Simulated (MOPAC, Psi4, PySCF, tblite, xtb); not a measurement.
Dimer C2H6O ··· H3B (SMILES COC and B) at R = 2.34 Å between the centres of mass, closest contact 1.96 Å (lowest of the rigid-body minima from ten starts at GFN2-xTB). Geometry in Å and degrees:

```
O
C 1 1.4092
H 2 1.0889 1 107.47
H 2 1.0983 3 109.03 1 120.94
H 2 1.0983 3 109.03 4 118.12
C 1 1.4092 2 112.51 3 179.99
H 6 1.0889 1 107.47 2 -179.99
H 6 1.0983 7 109.03 1 -120.94
H 6 1.0983 7 109.03 8 -118.12
B 1 1.9587 2 110.75 3 55.03
H 10 1.1894 1 89.47 2 -176.93
H 10 1.1894 11 120.00 1 90.87
H 10 1.1894 11 120.00 12 179.92
```

Levels: GFN2-xTB (tblite); SAPT0/jun-cc-pVDZ, frozen core (Psi4); PBE/def2-TZVP, counterpoise-corrected (Psi4); PBE-D3(BJ)/def2-TZVP, counterpoise-corrected (Psi4); HF/aug-cc-pVDZ, counterpoise-corrected (Psi4); MP2/aug-cc-pVDZ = Psi4 1.11 with DF-MP2/aug-cc-pVDZ, frozen core, counterpoise-corrected; SCS-MP2/aug-cc-pVDZ = DF-SCS-MP2/aug-cc-pVDZ, frozen core, counterpoise-corrected (Psi4 1.11); PM3, restricted, heats of formation (MOPAC); AM1, restricted, heats of formation (MOPAC); GFN1-xTB (xtb); RKS-B3LYP/6-31G* = PySCF with restricted B3LYP/6-31G*, spherical d, no counterpoise correction; RMP2/3-21G = restricted MP2 (frozen core)/3-21G, no counterpoise correction in PySCF 2.14.0; RKS-B3LYP/3-21G = restricted B3LYP/3-21G, no counterpoise correction in PySCF 2.14.0; RHF/6-31G* = restricted Hartree-Fock/6-31G*, spherical d, no counterpoise correction in PySCF.

What interaction energy does each level give?


```
method                E_int / kcal/mol
--------------------  ----------------
RMP2/3-21G                      -21.07
RKS-B3LYP/3-21G                 -20.78
PM3                             -17.59
PBE-D3(BJ)/def2-TZVP            -14.58
PBE/def2-TZVP                   -12.57
RKS-B3LYP/6-31G*                -11.35
MP2/aug-cc-pVDZ                 -11.10
AM1                             -10.40
GFN1-xTB                        -10.00
SAPT0/jun-cc-pVDZ                -9.92
SCS-MP2/aug-cc-pVDZ              -8.82
GFN2-xTB                         -8.39
RHF/6-31G*                       -3.90
HF/aug-cc-pVDZ                   -1.62
```
